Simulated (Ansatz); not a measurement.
Cost and result up the ladder for SbH2(vinyl) (C2H5Sb) (8 atoms). Total charge 0; singlet. Geometry: r2SCAN-D4/def2-TZVP.

```xyz
8

Sb    0.728   -1.185   -1.009
H     2.024   -1.574    0.044
H    -0.156   -2.526   -0.411
C    -0.162    0.195    0.371
C    -0.601    1.385   -0.024
H    -0.249   -0.098    1.414
H    -0.532    1.716   -1.057
H    -1.053    2.087    0.673
```

Ansatz on 4 threads of Intel Xeon on a shared host. Times are rough, and most runs start from the orbitals of an earlier one. r2SCAN0-D4/def2-TZVP serves as the yardstick here, not as an exact answer. Differences are given only for rows in sets of like size (and for xTB, whose basis is part of the method), since another set adds its own error. Binding counts from free atoms at the same level (Sb quartet, H doublet, C triplet; other spins of the atoms weren't run), without zero-point energy or a counterpoise term.

In the def2 sets Sb takes a core potential; there is no spin–orbit coupling. LC-ωPBE has ω = 0.4 bohr⁻¹. HSE06 is defined as in plane-wave codes, on full-range PBE exchange. Correlated methods freeze 6 core orbitals; core or outer-core shells of Sb are correlated, in sets that lack core-valence functions.

Correlated methods converge slowly with the basis.

```json
{"level": "PBE-D4/def2-SVP", "functions": "79", "wall time": "1.4 s", "binding energy per atom (eV)": "3.54", "difference from r2SCAN0-D4/def2-TZVP (eV)": "–"}
{"level": "LDA (SPW92)/def2-TZVP", "functions": "142", "wall time": "1.6 s", "binding energy per atom (eV)": "3.97", "difference from r2SCAN0-D4/def2-TZVP (eV)": "0.56"}
{"level": "PBE0-D4/def2-SVP", "functions": "79", "wall time": "2 s", "binding energy per atom (eV)": "3.48", "difference from r2SCAN0-D4/def2-TZVP (eV)": "–"}
{"level": "HF/def2-TZVP", "functions": "142", "wall time": "2.4 s", "binding energy per atom (eV)": "2.46", "difference from r2SCAN0-D4/def2-TZVP (eV)": "-0.94"}
{"level": "PBE-D4/def2-TZVPD", "functions": "175", "wall time": "2.8 s", "binding energy per atom (eV)": "3.54", "difference from r2SCAN0-D4/def2-TZVP (eV)": "0.13"}
{"level": "PBE-D4/def2-TZVP (with forces)", "functions": "142", "wall time": "2.8 s", "binding energy per atom (eV)": "3.54", "difference from r2SCAN0-D4/def2-TZVP (eV)": "0.13"}
{"level": "HSE06-D4/def2-TZVP", "functions": "142", "wall time": "3 s", "binding energy per atom (eV)": "3.47", "difference from r2SCAN0-D4/def2-TZVP (eV)": "0.06"}
{"level": "LC-ωPBE/def2-TZVP", "functions": "142", "wall time": "3.1 s", "binding energy per atom (eV)": "3.42", "difference from r2SCAN0-D4/def2-TZVP (eV)": "0.01"}
{"level": "PBE0-D4/def2-TZVP", "functions": "142", "wall time": "3.2 s", "binding energy per atom (eV)": "3.47", "difference from r2SCAN0-D4/def2-TZVP (eV)": "0.06"}
{"level": "MP2/def2-TZVP", "functions": "142", "wall time": "3.4 s", "binding energy per atom (eV)": "3.32", "difference from r2SCAN0-D4/def2-TZVP (eV)": "-0.09"}
{"level": "PBE0-D4/def2-TZVPD", "functions": "175", "wall time": "3.6 s", "binding energy per atom (eV)": "3.47", "difference from r2SCAN0-D4/def2-TZVP (eV)": "0.06"}
{"level": "r2SCAN-D4/def2-TZVP", "functions": "142", "wall time": "3.7 s", "binding energy per atom (eV)": "3.46", "difference from r2SCAN0-D4/def2-TZVP (eV)": "0.05"}
{"level": "r2SCAN0-D4/def2-TZVP", "functions": "142", "wall time": "4.2 s", "binding energy per atom (eV)": "3.41", "difference from r2SCAN0-D4/def2-TZVP (eV)": "0.00"}
{"level": "CCSD(T)/def2-TZVPP", "functions": "182", "wall time": "55 s", "binding energy per atom (eV)": "3.39", "difference from r2SCAN0-D4/def2-TZVP (eV)": "-0.02"}
```
